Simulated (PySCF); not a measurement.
Ru⁴¹⁺: ionisation energy

Ru⁴¹⁺ [He] 2s1 (2S) → Ru⁴²⁺ 1s2 (1S), as a difference of total energies. Computed with PySCF 2.14 in an uncontracted even-tempered set (19 s from 17 bohr⁻², ratio 2.2; 8 p from 26 bohr⁻², ratio 2.4; 5 d from 79 bohr⁻², ratio 2.4; 5 f from 120 bohr⁻², ratio 2.4; 4 g from 180 bohr⁻², ratio 2.4), with the spin-free X2C one-electron Hamiltonian (Gaussian nucleus). Correlated levels: nothing frozen; virtual orbitals above 40 to 60 times the deepest correlated orbital energy dropped. The calculations carry no spin-orbit coupling.

```
                 method  ionisation energy (eV)
                    UHF                  6316.0
                    LDA                  6310.2
                    PBE                  6319.9
                   PBE0                  6319.0
                 r2SCAN                  6313.6
                 revPBE                  6320.0
                   MN15                  6324.5
    MP2 (all electrons)                  6316.2
SCS-MP2 (all electrons)                  6316.2
```

For this ion Breit and QED terms and the two-electron picture change, all absent here, outweigh the differences among the correlated methods.

For comparison: 6311.7 eV (theoretical estimate listed by NIST; NIST Atomic Spectra Database, ionization energies).
